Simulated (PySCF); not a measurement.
# What a mistake does to a calculation on BCH6Si2 cation

These are calculations, not measurements. The program is PySCF 2.14.0, an open-source quantum chemistry code, run on an isolated molecule that a program drew, which may never have been made. The molecule is BCH6Si2 cation (charge +1, singlet), drawn as the SMILES string `[SiH2]=C[B+][SiH3]`.

Each row is a Hartree-Fock (HF) and frozen-core CCSD(T) single point in the cc-pV(D+d)Z basis, meant for a local HF minimum. Run 1 is clean. Each other run has one planted mistake out of seven kinds, and not every kind appears here: one electron removed, one electron added, multiplicity raised by two, geometry at a saddle point, minimal basis STO-3G, one bond length entered in bohr, all coordinates scaled. The reference is restricted for singlets and unrestricted otherwise, and also for a bond in bohr. Adding or removing an electron swaps singlet and doublet. Electrons count all cores. HOMO and LUMO are orbital energies over both spins, the gradient is its largest component, and the lowest frequency (negative if imaginary) is given only where the gradient is small. Bond lengths are over the 9 bonds as drawn. T1 is the CCSD diagnostic: over 0.02 (restricted) or 0.045 (unrestricted) a single reference is doubtful.

Geometry of the clean run:
```xyz
10
BCH6Si2 cation, angstrom
Si   -1.6938   -0.1081    1.7558
C    -1.4686   -0.2681    0.0384
B    -0.3895    0.3711   -0.6407
Si    1.1807    1.3135   -1.5647
H    -0.7723    0.6949    2.5595
H    -2.7987   -0.7616    2.4529
H    -2.1731   -0.8735   -0.5316
H     0.5848    2.2351   -2.5439
H     1.8784    2.0101   -0.4693
H     1.9915    0.2504   -2.1775
```

| run | electrons | basis functions | <S^2> | HOMO (eV) | LUMO (eV) | gradient (hartree/bohr) | lowest frequency (cm^-1) | mean bond (Å) | longest bond (Å) | T1 | HF (hartree) | CCSD(T) (hartree) | mistake |
|---|---|---|---|---|---|---|---|---|---|---|---|---|---|
| 1 | 44 | 104 | 0.000 | -15.19 | -4.43 | 1.5e-05 | 32 | 1.5162 | 2.051 | 0.0155 | -643.61513 | -644.06940 | no fault |
| 2 | 44 | 104 | 0.854 | -13.75 | -4.56 | 7.0e-03 | - | 1.6616 | 2.779 | 0.0417 | -643.50443 | -643.94687 | one bond length entered in bohr |
| 3 | 43 | 104 | 0.755 | -21.64 | -12.56 | 8.2e-02 | - | 1.5162 | 2.051 | 0.0208 | -643.11269 | -643.51818 | one electron removed |
| 4 | 44 | 104 | 2.021 | -11.79 | -6.39 | 9.7e-02 | - | 1.5162 | 2.051 | 0.0162 | -643.51776 | -643.94382 | ? |
| 5 | 44 | 34 | 0.000 | -13.28 | -1.36 | 2.1e-02 | - | 1.5162 | 2.051 | 0.0149 | -636.23021 | -636.46626 | ? |

**Which mistake was planted in run 4, and what did it cost?**

Electrons, basis and geometry are unchanged, and <S^2> is 2.021, beside S(S+1) = 2.00 for a multiplicity of 3. So the mistake is: multiplicity raised by two. Subtracting run 1 and multiplying by 627.51 kcal/mol a hartree, the energy moved by 61.1 kcal/mol in HF and 78.8 kcal/mol in CCSD(T).

**Which mistake was planted in run 5, and what did it cost?**

It has 34 basis functions where the clean run has 104, with the same electrons and geometry. So the mistake is: minimal basis STO-3G. Subtracting run 1 and multiplying by 627.51 kcal/mol a hartree, the energy moved by 4634.1 kcal/mol in HF and 4771.0 kcal/mol in CCSD(T).

